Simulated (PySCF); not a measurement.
# Telling isomers of C9H12Si apart by NMR

[PySCF 2.14.0 with density-fitted response routines: shielding tensors at PBE0/pcSseg-1 (GIAO); geometry from GFN2-xTB; one conformer; in vacuum; one averaged value for each set of equivalent atoms; relativity neglected]

Shifts are taken against calculated references (same method and geometry level): TMS for ¹H, ¹³C. Where no couplings were computed, multiplicities follow the n + 1 count of equivalent neighbours, and m marks all less simple cases (inequivalent or close neighbours, rings, F or P nearby). Shifts are as computed. Against solution values, carbons near 30 ppm lie about +3 ppm off and those near 130 ppm about +5 ppm. Of 1313 compounds with measured shifts, 239 miss one by over three times the rms of a fit or turn the order of signals round; such compounds aren't used in these exercises.

(1) Tabulate the signals of `C=C(C)C#CC1=C[SiH2][C@@H]1C`, `c1ccc(C2C[SiH2]C2)cc1`, `C=C=C(C#C[SiH2]C)CC=C`, `C=C=C(C#C[SiH2]C)C1CC1` and their relative energies.

(2) What is the quickest way to tell C=C(C)C#CC1=C[SiH2][C@@H]1C from C=C=C(C#C[SiH2]C)C1CC1?

(3) What is the quickest way to tell c1ccc(C2C[SiH2]C2)cc1 from C=C=C(C#C[SiH2]C)C1CC1?

(4) What is the quickest way to tell C=C(C)C#CC1=C[SiH2][C@@H]1C from c1ccc(C2C[SiH2]C2)cc1?

Answers

(1) 
```json
{"SMILES": "C=C(C)C#CC1=C[SiH2][C@@H]1C", "carbon types": "4×C 2×CH 1×CH2 2×CH3", "δC": "159.5, 146.2, 134.9, 132.0, 105.6, 94.7, 35.9, 26.9, 19.3", "δH": "6.39 (m, 1H), 5.78 (m, 1H), 5.75 (m, 1H), 4.87 (m, 1H), 4.54 (m, 1H), 2.42 (m, 1H), 2.08 (s, 3H), 1.40 (d, 3H)", "E rel. (kcal/mol)": "62.8"}
{"SMILES": "c1ccc(C2C[SiH2]C2)cc1", "carbon types": "1×C 6×CH 2×CH2", "δC": "160.2, 134.1, 131.6, 131.1, 42.8, 21.1", "δH": "7.65 (m, 2H), 7.64 (m, 2H), 7.48 (t, 1H), 5.08 (m, 1H), 4.90 (m, 1H), 3.52 (m, 1H), 2.22 (m, 2H), 1.51 (m, 2H)", "E rel. (kcal/mol)": "0.0"}
{"SMILES": "C=C=C(C#C[SiH2]C)CC=C", "carbon types": "4×C 1×CH 3×CH2 1×CH3", "δC": "230.6, 145.7, 122.0, 109.3, 101.7, 94.4, 80.4, 46.3, -4.8", "δH": "6.56 (m, 1H), 5.38 (m, 1H), 5.32 (m, 1H), 5.21 (s, 2H), 4.59 (q, 2H), 2.86 (m, 2H), 0.30 (t, 3H)", "E rel. (kcal/mol)": "73.7"}
{"SMILES": "C=C=C(C#C[SiH2]C)C1CC1", "carbon types": "4×C 1×CH 3×CH2 1×CH3", "δC": "228.7, 110.0, 101.6, 101.4, 85.5, 13.3, 13.2, -4.6", "δH": "5.33 (s, 2H), 4.59 (q, 2H), 1.10 (m, 1H), 0.88 (m, 2H), 0.37 (m, 2H), 0.30 (t, 3H)", "E rel. (kcal/mol)": "75.6"}
```

Energies are electronic energies at PBE0/pcSseg-1 on these geometries, without zero-point or thermal terms, each for the one conformer computed, which needn't be the lowest.

(2) Count the carbon signals: 9 against 8. The first has an alkene CH at 146.2 ppm, the second a central carbon of an allene (C) at 228.7 ppm. Their most deshielded carbons lie at 159.5 and 228.7 ppm. In the proton spectra the most deshielded non-exchanging signals are 6.39 (m, 1H) and 5.33 (s, 2H).

(3) Count the carbon signals: 6 against 8. The first has an aromatic CH at 134.1 ppm, the second a central carbon of an allene (C) at 228.7 ppm. Their most deshielded carbons lie at 160.2 and 228.7 ppm. In the proton spectra the most deshielded non-exchanging signals are 7.65 (m, 2H) and 5.33 (s, 2H).

(4) Count the carbon signals: 9 against 6. The first has a terminal =CH2 carbon at 132.0 ppm, the second an sp3 CH2 bonded to Si at 21.1 ppm. Their most deshielded carbons lie at 159.5 and 160.2 ppm. In the proton spectra the most deshielded non-exchanging signals are 6.39 (m, 1H) and 7.65 (m, 2H).
